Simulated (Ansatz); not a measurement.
```yaml
crystal:
  periodic: [false, false, false]
  atoms:
    - {symbol: B, position_ang: [-1.867879, 2.407539, 1.362051]}
    - {symbol: C, position_ang: [-1.238134, 1.005041, 0.549377]}
    - {symbol: S, position_ang: [-0.314806, -0.338307, 1.768846]}
    - {symbol: Si, position_ang: [0.369778, -1.964624, 0.158022]}
    - {symbol: Si, position_ang: [2.156798, -0.975308, -1.487937]}
    - {symbol: H, position_ang: [-1.679030, 2.630016, 2.667785]}
    - {symbol: H, position_ang: [-2.551405, 3.297660, 0.628504]}
    - {symbol: H, position_ang: [-0.459825, 1.420833, -0.310342]}
    - {symbol: H, position_ang: [-2.144802, 0.465804, -0.081627]}
    - {symbol: H, position_ang: [-0.950818, -2.517788, -0.702897]}
    - {symbol: H, position_ang: [1.019039, -3.226326, 1.029373]}
    - {symbol: H, position_ang: [1.586573, 0.435797, -2.171253]}
    - {symbol: H, position_ang: [3.558030, -0.628971, -0.657618]}
    - {symbol: H, position_ang: [2.502147, -2.044070, -2.720246]}
basis:
  gaussian: {orbitals: def2-mTZVP, final_grid: {core_spheres: 1, valence_spheres: 1, degree: 1}}
total_charge: 1
magnetization: {spin_polarized: true, initial_magnetization: 1}
hamiltonian: {xc: {name: wB97M-V}}
output: {forces: true}
```

```sh
$ ansatz run in.yaml --threads 4 --pin off --events-out ev --progress --plain --max-ram 10444MiB
```

Shortened log:

```
Functional definition: wB97M-V
1235 factors; integrals over basis functions are off by at most 1.0e-3 eV
429 factors; integrals over basis functions are off by at most 8.8e-6 eV
mean field evaluation 1: about -28430.8463 eV, gradient 2.6e1 eV
mean field evaluation 2: about -28431.2490 eV, gradient 2.5e1 eV
mean field evaluation 4: about -28435.1165 eV, gradient 1.9e0 eV
mean field evaluation 8: about -28408.8183 eV, gradient 1.2e1 eV
mean field evaluation 16: about -28410.4874 eV, gradient 3.8e-1 eV
mean field evaluation 32: about -28410.5138 eV, gradient 7.5e-3 eV
mean field -28410.51382434 eV, -1044.0671257065 hartree, gradient 1.5e-6 eV, S^2 0.762431; 4 other end points of the search recorded, 0 dependent functions left out
reference -28410.51435751 eV, -1044.0671453001 hartree; 32, 31 occupied and 99, 100 virtual orbitals, 1235 factors
Total energy: -28410.51435751 eV, -1044.0671453001 hartree
Atom 0 at    -1.867879     2.407539     1.362051 Å, force     1.116156    -4.593238    -1.887551 eV/Å
Atom 1 at    -1.238134     1.005041     0.549377 Å, force    -0.336157     2.133664    -2.452285 eV/Å
Atom 2 at    -0.314806    -0.338307     1.768846 Å, force    -1.614163     0.683240    -2.697819 eV/Å
Atom 3 at     0.369778    -1.964624     0.158022 Å, force    -1.511989    -2.639993     1.359962 eV/Å
Atom 4 at     2.156798    -0.975308    -1.487937 Å, force     0.927541     1.329159    -2.458447 eV/Å
Atom 5 at    -1.679030     2.630016     2.667785 Å, force    -0.274406    -0.782842    -1.418209 eV/Å
Atom 6 at    -2.551405     3.297660     0.628504 Å, force     0.746073    -1.401904     1.028529 eV/Å
Atom 7 at    -0.459825     1.420833    -0.310342 Å, force    -2.411881    -0.606407     2.492510 eV/Å
Atom 8 at    -2.144802     0.465804    -0.081627 Å, force     4.789359     2.995905     2.959547 eV/Å
Atom 9 at    -0.950818    -2.517788    -0.702897 Å, force     4.167758     2.123264     2.572319 eV/Å
Atom 10 at     1.019039    -3.226326     1.029373 Å, force    -1.983171     1.781322    -1.099983 eV/Å
Atom 11 at     1.586573     0.435797    -2.171253 Å, force     1.138640    -2.119434     0.805100 eV/Å
Atom 12 at     3.558030    -0.628971    -0.657618 Å, force    -4.924414    -0.836823    -2.170193 eV/Å
Atom 13 at     2.502147    -2.044070    -2.720246 Å, force     0.170653     1.934086     2.966520 eV/Å
Dipole moment:    -0.235891     0.139288    -0.119541 e Å
```

In this input the integration grid is far too coarse. The calculation finished and met its thresholds. The result belongs to that input, not to the molecule as meant.
